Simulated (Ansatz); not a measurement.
`[SiH2]1[S][SnH2]1`, 7 atoms. Charge 0, multiplicity 1. Correlated methods include outer-core shells of Sn, which these sets cover unevenly. Sn: def2 effective core potential. All runs use 2 threads of an Arm Neoverse V1 on a shared host. Correlated methods freeze the cores.

How many basis functions does each run have, and how long does it take in Ansatz? RKS ωB97M-V/def2-QZVPP energy; RKS revPBE-D4/def2-TZVPP energy; RHF-MP2/def2-QZVPP energy; RKS ωB97M-V/def2-SVP energy; RKS PBE0-D4/def2-SVP energy; RHF-CCSD(T)/def2-TZVPP energy; RKS PBE0-D4/def2-QZVPP energy; direct RPA on PBE orbitals/def2-TZVPP energy; RKS PBE0-D4/def2-TZVP relaxation (7 steps); RKS B3LYP-D4/def2-TZVPP energy and forces; RKS PBE0-D4/def2-TZVP frequencies; RHF-CCSD(T)/def2-SVP energy. (An estimate is asked.)

Ansatz gave: Other jobs shared the machine, so times are rough.

| level | job | functions | wall time | peak host memory (GiB) |
| --- | --- | --- | --- | --- |
| RKS PBE0-D4/def2-SVP | energy | 82 | 1.6 s | 0.37 |
| RKS revPBE-D4/def2-TZVPP | energy | 190 | 2.7 s | 0.23 |
| RHF-CCSD(T)/def2-SVP | energy | 82 | 3.1 s | 0.37 |
| RKS B3LYP-D4/def2-TZVPP | energy and forces | 190 | 6 s | 0.48 |
| direct RPA on PBE orbitals/def2-TZVPP | energy | 190 | 6 s | 0.37 |
| RKS ωB97M-V/def2-SVP | energy | 82 | 7.5 s | 0.37 |
| RKS PBE0-D4/def2-QZVPP | energy | 342 | 9 s | 1 |
| RHF-MP2/def2-QZVPP | energy | 342 | 19 s | 1.3 |
| RKS ωB97M-V/def2-QZVPP | energy | 342 | 24 s | 1.1 |
| RKS PBE0-D4/def2-TZVP | relaxation (7 steps) | 148 | 30 s | 0.36 |
| RHF-CCSD(T)/def2-TZVPP | energy | 190 | 80 s | 2.1 |
| RKS PBE0-D4/def2-TZVP | frequencies | 148 | 110 s | 0.37 |

B3LYP here is the variant with VWN-RPA as its local correlation; programs differ in this.
